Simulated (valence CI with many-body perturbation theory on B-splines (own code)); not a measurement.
## E1 transitions of Au⁷²⁺

Method: relativistic CI+MBPT: five valence electrons over a frozen Dirac-Fock core [He], radial functions for each j: 11 s, 11 p, 10 d, 8 f, 5 g, 2 h, with the one-electron correlation potential Σ1 (screened to all orders), the two-electron term Σ2, the three-electron term Σ3, Breit, model QED; selected single and double excitations, second order for the rest, scaled by the run's own slope (own B-spline code, finite nucleus).

No measured spectrum was set against this ion. As an estimate, large intervals hold to a few tenths of a per cent, small ones and those within an open d or f shell to about a per cent. Among the levels kept, up to 7600 cm⁻¹ of a level comes from second order outside the variational space, and about a tenth of that is noise between levels of different J, which matters for small intervals.

Lines 201 to 250 of 600 in falling wavelength, among levels below 1135.7 Ry, chosen from the strongest by gf and those to the six lowest levels. Wavelengths and rates use the calculated energies. Electric multipoles are in the length gauge, E1 and E2 with the static RPA response of the core. Weak lines are less certain than strong ones. Lines between different terms over intervals too small for the method are left out, as are lines whose strength nearly cancels. The highest levels of a list are the least certain.

Levels are named by their leading jj configuration (3d3/2^4 stands for four electrons in 3d with j = 3/2), which in mixed levels can hold well under half, so a name can repeat and another be missing. Letters in brackets count levels of one name in rising energy.

```
λ vac (Å)                               Upper                               Lower   A (s⁻¹)  S (a.u.)
    5.392       (2p1/2^2 2p3/2^2 3p1/2) J=3/2      (2s 2p1/2^2 2p3/2 3p1/2) J=1/2  1.41e+13  4.35e-03
    5.392       (2p1/2^2 2p3/2^2 3p1/2) J=5/2  (2s 2p1/2^2 2p3/2 3p1/2) J=3/2 [b]  1.65e+13  7.64e-03
    5.384  (2s 2p1/2 2p3/2^2 3p3/2) J=5/2 [b]  (2s^2 2p1/2 2p3/2 3p3/2) J=3/2 [a]  6.33e+12  2.92e-03
    5.383          (2p1/2^2 2p3/2^2 3s) J=3/2     (2s 2p1/2^2 2p3/2 3s) J=3/2 [b]  6.69e+12  2.06e-03
    5.382        (2s 2p1/2 2p3/2^3) J=3/2 [a]          (2s^2 2p1/2 2p3/2^2) J=3/2  1.76e+13  5.42e-03
    5.359          (2p1/2^2 2p3/2^2 3s) J=3/2         (2s 2p1/2^2 2p3/2 3s) J=1/2  1.34e+13  4.08e-03
    5.341  (2s 2p1/2 2p3/2^2 3p3/2) J=1/2 [c]  (2s^2 2p1/2 2p3/2 3p3/2) J=1/2 [b]  1.05e+13  1.58e-03
    5.337            (2s 2p1/2 2p3/2^3) J=5/2          (2s^2 2p1/2 2p3/2^2) J=5/2  1.72e+13  7.75e-03
    5.336       (2p1/2^2 2p3/2^2 3p3/2) J=3/2  (2s 2p1/2^2 2p3/2 3p3/2) J=1/2 [b]  1.41e+13  4.23e-03
    5.328  (2s 2p1/2 2p3/2^2 3p3/2) J=7/2 [c]  (2s^2 2p1/2 2p3/2 3p3/2) J=5/2 [b]  6.42e+12  3.84e-03
    5.322  (2s 2p1/2 2p3/2^2 3p3/2) J=5/2 [c]  (2s^2 2p1/2 2p3/2 3p3/2) J=3/2 [b]  7.11e+12  3.17e-03
    5.320  (2s 2p1/2 2p3/2^2 3d5/2) J=7/2 [c]  (2s^2 2p1/2 2p3/2 3d5/2) J=5/2 [b]  5.09e+12  3.03e-03
    5.316  (2s 2p1/2 2p3/2^2 3d5/2) J=9/2 [c]  (2s^2 2p1/2 2p3/2 3d5/2) J=7/2 [b]  7.48e+12  5.55e-03
    5.304  (2s 2p1/2 2p3/2^2 3d5/2) J=7/2 [d]  (2s^2 2p1/2 2p3/2 3d5/2) J=7/2 [b]  3.88e+12  2.28e-03
    5.304  (2s 2p1/2 2p3/2^2 3d5/2) J=5/2 [d]  (2s^2 2p1/2 2p3/2 3d5/2) J=5/2 [b]  8.82e+12  3.90e-03
    5.304            (2s 2p1/2 2p3/2^3) J=1/2          (2s^2 2p1/2 2p3/2^2) J=1/2  1.23e+13  1.81e-03
    5.304  (2s 2p1/2 2p3/2^2 3p3/2) J=3/2 [d]  (2s^2 2p1/2 2p3/2 3p3/2) J=3/2 [b]  1.16e+13  3.40e-03
    5.299  (2s 2p1/2 2p3/2^2 3d5/2) J=3/2 [c]  (2s^2 2p1/2 2p3/2 3d5/2) J=3/2 [b]  7.27e+12  2.14e-03
    5.299  (2s 2p1/2 2p3/2^2 3d5/2) J=3/2 [d]      (2s^2 2p1/2 2p3/2 3d5/2) J=1/2  9.50e+12  2.79e-03
    5.296  (2s 2p1/2^2 2p3/2 3d5/2) J=7/2 [b]          (2s^2 2p1/2^2 3d5/2) J=5/2  2.12e+13  1.25e-02
    5.292  (2s 2p1/2^2 2p3/2 3p3/2) J=5/2 [b]          (2s^2 2p1/2^2 3p3/2) J=3/2  2.30e+13  1.01e-02
    5.292  (2s 2p1/2 2p3/2^2 3d3/2) J=3/2 [c]  (2s^2 2p1/2 2p3/2 3d3/2) J=5/2 [a]  1.17e+13  3.43e-03
    5.291  (2s 2p1/2 2p3/2^2 3d5/2) J=5/2 [e]  (2s^2 2p1/2 2p3/2 3d5/2) J=3/2 [b]  9.72e+12  4.27e-03
    5.291  (2s 2p1/2 2p3/2^2 3d5/2) J=7/2 [e]  (2s^2 2p1/2 2p3/2 3d5/2) J=7/2 [b]  1.26e+13  7.37e-03
    5.287        (2s 2p1/2 2p3/2^3) J=3/2 [b]          (2s^2 2p1/2 2p3/2^2) J=1/2  1.14e+13  3.31e-03
    5.287  (2s 2p1/2 2p3/2^2 3d5/2) J=3/2 [d]  (2s^2 2p1/2 2p3/2 3d5/2) J=3/2 [b]  5.48e+12  1.60e-03
    5.286               (2p1/2 2p3/2^4) J=1/2        (2s 2p1/2 2p3/2^3) J=3/2 [b]  4.95e+13  7.22e-03
    5.285            (2s 2p1/2 2p3/2^3) J=5/2          (2s^2 2p1/2 2p3/2^2) J=3/2  1.12e+12  4.92e-04
    5.283  (2s 2p1/2^2 2p3/2 3d3/2) J=3/2 [b]          (2s^2 2p1/2^2 3d3/2) J=3/2  2.31e+13  6.72e-03
    5.282  (2s 2p1/2 2p3/2^2 3d5/2) J=7/2 [c]  (2s^2 2p1/2 2p3/2 3d5/2) J=5/2 [a]  4.07e+12  2.37e-03
    5.281  (2s 2p1/2 2p3/2^2 3p3/2) J=5/2 [e]  (2s^2 2p1/2 2p3/2 3p3/2) J=5/2 [b]  1.90e+13  8.30e-03
    5.279     (2s 2p1/2 2p3/2^2 3s) J=1/2 [a]     (2s^2 2p1/2 2p3/2 3s) J=3/2 [a]  1.57e+13  2.29e-03
    5.278             (2p1/2^2 2p3/2^3) J=3/2          (2s 2p1/2^2 2p3/2^2) J=3/2  3.62e+13  1.05e-02
    5.277  (2s 2p1/2 2p3/2^2 3d3/2) J=1/2 [c]  (2s^2 2p1/2 2p3/2 3d3/2) J=3/2 [b]  1.60e+13  2.32e-03
    5.276             (2p1/2^2 2p3/2^3) J=3/2          (2s 2p1/2^2 2p3/2^2) J=1/2  8.50e+12  2.46e-03
    5.275  (2s 2p1/2 2p3/2^2 3d3/2) J=3/2 [f]  (2s^2 2p1/2 2p3/2 3d3/2) J=1/2 [b]  6.37e+12  1.85e-03
    5.275  (2s 2p1/2 2p3/2^2 3p3/2) J=3/2 [f]  (2s^2 2p1/2 2p3/2 3p3/2) J=1/2 [b]  8.23e+12  2.39e-03
    5.273  (2s 2p1/2 2p3/2^2 3p3/2) J=3/2 [c]  (2s^2 2p1/2 2p3/2 3p3/2) J=5/2 [a]  1.36e+13  3.92e-03
    5.271  (2s 2p1/2 2p3/2^2 3d5/2) J=3/2 [e]      (2s^2 2p1/2 2p3/2 3d5/2) J=1/2  7.21e+12  2.08e-03
    5.271         (2s 2p1/2^2 2p3/2 3s) J=1/2             (2s^2 2p1/2^2 3s) J=1/2  2.45e+13  3.54e-03
    5.271  (2s 2p1/2 2p3/2^2 3p3/2) J=3/2 [e]  (2s^2 2p1/2 2p3/2 3p3/2) J=3/2 [b]  9.16e+12  2.65e-03
    5.270  (2s 2p1/2 2p3/2^2 3p1/2) J=3/2 [b]      (2s^2 2p1/2 2p3/2 3p1/2) J=5/2  5.83e+12  1.68e-03
    5.270  (2s 2p1/2^2 2p3/2 3d3/2) J=5/2 [b]          (2s^2 2p1/2^2 3d3/2) J=3/2  2.13e+13  9.23e-03
    5.270      (2s 2p1/2^2 2p3/2 3p1/2) J=1/2          (2s^2 2p1/2^2 3p1/2) J=1/2  2.48e+13  3.59e-03
    5.270               (2p1/2 2p3/2^4) J=1/2            (2s 2p1/2 2p3/2^3) J=1/2  2.36e+13  3.41e-03
    5.268  (2s 2p1/2 2p3/2^2 3d3/2) J=5/2 [e]  (2s^2 2p1/2 2p3/2 3d3/2) J=3/2 [b]  4.32e+12  1.87e-03
    5.268                  (2s 2p3/2^4) J=1/2                (2s^2 2p3/2^3) J=3/2  3.84e+13  5.53e-03
    5.267  (2s 2p1/2^2 2p3/2 3p1/2) J=3/2 [b]          (2s^2 2p1/2^2 3p1/2) J=1/2  2.41e+13  6.95e-03
    5.264  (2s 2p1/2 2p3/2^2 3d3/2) J=7/2 [c]      (2s^2 2p1/2 2p3/2 3d3/2) J=7/2  2.57e+13  1.48e-02
    5.262  (2s 2p1/2 2p3/2^2 3d5/2) J=5/2 [c]  (2s^2 2p1/2 2p3/2 3d5/2) J=7/2 [a]  1.24e+13  5.33e-03
```
